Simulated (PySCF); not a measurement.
**Dipole moment and polarisability of `C[N+](C)([AlH3-])COC(F)F`**

Compound: C4H12AlF2NO.
Numbering: `[CH3:1][N+:2]([CH3:3])([AlH3-:4])[CH2:5][O:6][CH:7]([F:8])[F:9]` (hydrogens: H10, H11, H12 on C1; H13, H14, H15 on C3; H16, H17, H18 on Al4; H19, H20 on C5; H21 on C7)

Cartesian coordinates in Å at the PBE0-D3(BJ)/def2-SVP level; atoms count from 1:
```
atom  x, y, z in Å
C1    -1.0083    1.3051   -0.5462
N2    -0.6636   -0.0474   -0.0766
C3    -0.8626   -1.0432   -1.1445
Al4   -1.9482   -0.5318    1.5083
C5     0.6870   -0.0992    0.4463
O6     1.5901    0.2507   -0.5764
C7     2.8856    0.3727   -0.1944
F8     3.5596    0.8572   -1.2315
F9     3.3991   -0.8342    0.1192
H10   -0.8840    2.0171    0.2814
H11   -0.3666    1.6026   -1.3889
H12   -2.0611    1.3131   -0.8565
H13   -0.6376   -2.0435   -0.7507
H14   -1.9146   -1.0193   -1.4576
H15   -0.2106   -0.8303   -2.0050
H16   -1.4279   -2.0208    1.8158
H17   -3.3544   -0.3639    0.7542
H18   -1.5099    0.6188    2.5441
H19    0.7627    0.6056    1.2941
H20    0.8838   -1.1206    0.8100
H21    3.0160    1.0354    0.6839
```

Level: PBE0/def2-SVPD (PySCF), static field, nuclei fixed, core orbitals frozen in the response. The polarisability tensor in these axes (au):

```
x   106.35   2.48  -4.30
y     2.48  91.08  -1.36
z    -4.30  -1.36  93.55
```

Problem. Diagonalise the tensor; give its mean and Δα, where Δα² is half the sum of the squared differences of the eigenvalues.

Solution. Principal values 90.45, 92.42 and 108.11 au; mean 97.00 au = 14.37 Å³ = 15.99 × 10⁻⁴⁰ C²·m²/J; Δα = 16.76 au (17 % of the mean).

Problem. What is the dipole moment, and where does it point?

Solution. (1.28, 1.68, -1.91) D, 2.85 D in size, pointing from the negative to the positive side. Measured along this direction, the outermost atoms are H16 at the negative end and F8 at the positive end.

Problem. What depolarisation ratio follows for Rayleigh scattering of linearly polarised light, taking the static tensor?

Solution. ρ = 3Δα²/(45ᾱ² + 4Δα²) = 843.1/(423367 + 1124.1) = 0.00199.

Problem. Refractivity n − 1 of an ideal gas of it at 298.15 K and 1 atm, from the electronic α?

Solution. N = p/kT = 2.4615 × 10¹⁹ cm⁻³, so n − 1 = 2π × N × 14.37 × 10⁻²⁴ cm³ = 2223 × 10⁻⁶ at long wavelengths.

Problem. Find the Langevin capture rate constant for O2+ (31.990 u) meeting this molecule (155.070 u), k = 2.342 × 10⁻⁹ cm³/s × √(α in Å³ / reduced mass in u).

Solution. The reduced mass is 26.52 u, so k = 1.72 × 10⁻⁹ cm³/s. The formula leaves out the permanent dipole, which adds to the capture rate.

Problem. How large is μ²/3kT at 500 K beside α?

Solution. In Gaussian units μ²/3kT = 39.16 Å³ against 14.37 Å³, a ratio of 2.72; the Debye molar polarisation (4π/3)N_A(α + μ²/3kT) is 135.0 cm³/mol, leaving out the vibrational part.

Geometry: PBE0-D3(BJ)/def2-SVP, one conformer, isolated molecule.

The run behind these numbers computed excited states and ΔSCF ions as well. The run took 5.0 min of wall time (with the writing of density and orbital grids) on one thread of an Arm Neoverse V1 (shared host), and the process peaked at 1.2 GiB of memory.
